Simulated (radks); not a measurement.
Question: Neutral arsenic, configuration [Ar] 3d10 4s2 4p3. All-electron calculation, Dirac Kohn-Sham, PBE, spin-unpolarised, spherical densities, finite nucleus; open shells fill j = l - 1/2 first; Fermi nuclear charge, rms radius 4.0968 fm. Program: a radial shooting solver on a logarithmic mesh with Libxc functionals. Some entries of the table are withheld. Estimate them.

| orbital | occ. | eigenvalue (eV) | <r> (bohr) |
|---|---|---|---|
| 1s1/2 | 2 | -11715.51 | (1) |
| 2s1/2 | 2 | -1485.966 | (2) |
| 2p1/2 | 2 | -1327.571 | (3) |
| 2p3/2 | 4 | -1291.009 | (4) |
| 3s1/2 | 2 | (5) | 0.5981 |
| 3p1/2 | 2 | (6) | 0.6100 |
| 3p3/2 | 4 | (7) | 0.6206 |
| 3d3/2 | 4 | -40.9389 | 0.6756 |
| 3d5/2 | 6 | -40.2105 | 0.6804 |
| 4s1/2 | 2 | -14.4117 | 1.941 |
| 4p1/2 | 2 | -5.3185 | 2.525 |
| 4p3/2 | 1 | -5.0473 | 2.579 |

Answer: 
(1) 1s1/2 <r> (bohr): 0.04550
(2) 2s1/2 <r> (bohr): 0.2025
(3) 2p1/2 <r> (bohr): 0.1747
(4) 2p3/2 <r> (bohr): 0.1784
(5) 3s1/2 eigenvalue (eV): -190.1022
(6) 3p1/2 eigenvalue (eV): -136.8915
(7) 3p3/2 eigenvalue (eV): -131.8689
